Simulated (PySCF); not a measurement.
**Telling isomers of C7H7FO apart by NMR**

Theoretical values (PySCF): GIAO PBE0/pcSseg-1 shieldings, structure optimised with GFN2-xTB. Averaged over atoms made equivalent by symmetry, fast rotation or ring inversion, relativity neglected, isolated molecule, one computed conformer.

Chemical shifts δ = σref − σ; TMS for 1H and 13C, all at this level. Splittings of carbon signals by F and P are missing where no couplings were computed. Where no couplings were computed, multiplicities follow the n + 1 count of equivalent neighbours, and m marks all less simple cases (inequivalent or close neighbours, rings, F or P nearby). Shifts are as computed. Against solution values, carbons near 30 ppm lie about +3 ppm off and those near 130 ppm about +5 ppm. Of 1211 compounds with measured shifts, 218 miss one by over three times the rms of a fit or turn the order of signals round; such compounds aren't used in these exercises.

(1) Tabulate the signals of `C=C(C)c1ccc(F)o1`, `COc1ccccc1F`, `O=CC1=CCC(F)=CC1` and their relative energies.

(2) What is the quickest way to tell C=C(C)c1ccc(F)o1 from O=CC1=CCC(F)=CC1?

(3) What is the quickest way to tell COc1ccccc1F from O=CC1=CCC(F)=CC1?

(4) What is the quickest way to tell C=C(C)c1ccc(F)o1 from COc1ccccc1F?

Results:

(1) 
```json
{"SMILES": "C=C(C)c1ccc(F)o1", "carbon types": "3×C 2×CH 1×CH2 1×CH3", "δC": "168.2, 150.8, 139.4, 115.6, 114.3, 91.2, 21.1", "δH": "6.39 (m, 1H), 5.83 (br s, 1H), 5.71 (m, 1H), 5.23 (br s, 1H), 2.06 (s, 3H)", "E rel. (kcal/mol)": "14.4"}
{"SMILES": "COc1ccccc1F", "carbon types": "2×C 4×CH 1×CH3", "δC": "162.6, 155.3, 128.8, 125.3, 122.7, 115.0, 55.6", "δH": "7.40 (m, 1H), 7.29 (m, 1H), 7.14 (m, 1H), 6.86 (m, 1H), 3.96 (s, 3H)", "E rel. (kcal/mol)": "0.0"}
{"SMILES": "O=CC1=CCC(F)=CC1", "carbon types": "2×C 3×CH 2×CH2", "δC": "196.1, 165.1, 151.8, 145.3, 107.6, 32.6, 27.6", "δH": "9.71 (s, 1H), 6.69 (m, 1H), 5.66 (m, 1H), 3.35 (m, 2H), 3.21 (m, 2H)", "E rel. (kcal/mol)": "8.5"}
```

Energies are electronic energies at PBE0/pcSseg-1 on these geometries, without zero-point or thermal terms, each for the one conformer computed, which needn't be the lowest.

(2) Both give the same number of carbon signals, but DEPT or the intensities differ. The first has a terminal =CH2 carbon at 115.6 ppm, the second an aldehyde carbonyl carbon (CH) at 196.1 ppm. Their most deshielded carbons lie at 168.2 and 196.1 ppm. In the proton spectra the most deshielded non-exchanging signals are 6.39 (m, 1H) and 9.71 (s, 1H).

(3) Both give the same number of carbon signals, but DEPT or the intensities differ. The first has a methyl carbon bonded to O (CH3) at 55.6 ppm, the second an aldehyde carbonyl carbon (CH) at 196.1 ppm. Their most deshielded carbons lie at 162.6 and 196.1 ppm. In the proton spectra the most deshielded non-exchanging signals are 7.40 (m, 1H) and 9.71 (s, 1H).

(4) Both give the same number of carbon signals, but DEPT or the intensities differ. The first has a terminal =CH2 carbon at 115.6 ppm, the second a methyl carbon bonded to O (CH3) at 55.6 ppm. Their most deshielded carbons lie at 168.2 and 162.6 ppm. In the proton spectra the most deshielded non-exchanging signals are 6.39 (m, 1H) and 7.40 (m, 1H).
